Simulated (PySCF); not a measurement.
Dy(II) with different ligands

Computed with PySCF 2.14.0, PBE0, def2-SVP on the ligands, density fitting, scalar-relativistic core potentials, no spin-orbit coupling, vacuum. The metal has lcecp-0-SVP with ECP56. Each complex is relaxed within the symmetry of a template of the same shape. Distances are means of the shortest metal–ligand contacts, charges and spins Mulliken's; removal energies are rigid, with the ligand's formal charge and no counterpoise, so too large; for an anion taken off a cation in vacuum most of it is the attraction of opposite charges, and multiply charged cations can part far more cheaply with an electron moved from ligand to metal. lcecp potentials hold a fixed number of 4f electrons in the core, out of states, spins and gaps.

| complex | point group | M–first ligand (Å) | charge on M (e) | removal of one first-named ligand (eV) | strongest infrared band, degenerate modes summed (cm⁻¹) | unstable modes (below −25 cm⁻¹) |
| --- | --- | --- | --- | --- | --- | --- |
| [DyCl3(NH3)]− | C3v | 2.706 | 0.38 | 3.75 | 1076 | 0 |
| [Dy(OH)3(NH3)]− | C1 | 2.258 | 0.40 | 4.40 | – | not given |

Question: Order these by the energy to remove one first-named ligand, lowest first.
A. [DyH3(NH3)]−
B. [DyF3(NH3)]−
C. [DyCl3(H2O)]−
D. [DyF3(H2O)]−
E. [DyH3(H2O)]−

Answer: A (3.60), C (4.12), E (4.27), B (4.77), D (5.30).

Question: What else do they give?

Answer: 
| complex | point group | M–first ligand (Å) | charge on M (e) | removal of one first-named ligand (eV) | strongest infrared band, degenerate modes summed (cm⁻¹) | unstable modes (below −25 cm⁻¹) |
| --- | --- | --- | --- | --- | --- | --- |
| [DyF3(NH3)]− | C3v | 2.208 | 0.63 | 4.77 | 407 | 0 |
| [DyCl3(H2O)]− | Cs | 2.713 | 0.47 | 4.12 | 735 | 0 |
| [DyH3(NH3)]− | C1 | 2.327 | -0.13 | 3.60 | 954 | 0 |
| [DyH3(H2O)]− | Cs | 2.315 | -0.05 | 4.27 | 981 | 0 |
| [DyF3(H2O)]− | C1 | 2.223 | 0.73 | 5.30 | 2790 | 0 |

Moved off a saddle point of the template and relaxed again: [DyCl3(H2O)]−, [DyH3(NH3)]−, [DyF3(H2O)]−. One start shape was tried for each, so a minimum needn't be the lowest isomer. Oxidation states forced by the potential, rare, strongly oxidising or of another configuration in reality: [DyF3(NH3)]−, [DyCl3(H2O)]−, [DyCl3(NH3)]−, [DyH3(NH3)]−, [DyH3(H2O)]−, [Dy(OH)3(NH3)]−, [DyF3(H2O)]−.
